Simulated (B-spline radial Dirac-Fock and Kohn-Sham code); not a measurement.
# Auger decay of the 3s hole in Ce⁺

System: the Ce⁺ ion, [Xe] 4f1 5d2.

Calculated with a B-spline atomic structure program, using independent-particle rates on relativistic LDA orbitals of the hole state (multipoles up to L = 3, Coulomb Auger matrix elements, transition energies from Dirac-Fock). Kinetic energies are configuration averages from the vacuum level; the two-hole energies are estimated from single-hole states.

```
transition  kinetic energy (eV)  width (meV)  share (%)
   M1-M2N4                15.24         1150       11.8
   M1-M2N5                18.52         1640       16.9
   M1-M3N4                103.5          843        8.7
   M1-M3N5                107.1         1220       12.6
   M1-M2O3                121.6          216        2.2
   M1-M3O1                186.8          209        2.2
   M1-M4N1                198.1          451        4.6
   M1-M3O2                206.9          182        1.9
   M1-M3O3                210.1          274        2.8
   M1-M5N1                216.5          655        6.7
   M1-M3N6                219.0          164        1.7
   M1-M3N7                219.4          209        2.1
   M1-M5N3                300.1          187        1.9
   M1-M4N5                391.6          183        1.9
   M1-M5N4                406.5          194        2.0
   M1-M5N5                410.5          293        3.0
```

Coster-Kronig rates are the weakest part of this model and often come out 1.5 to 2.5 times too large. The listed channels hold 83 % of the non-radiative rate. Summed by principal shells, of 9.72 eV in all: MMN 79.4 %, MMO 14.6 %, MNN 5.0 %, MNO 0.9 %.
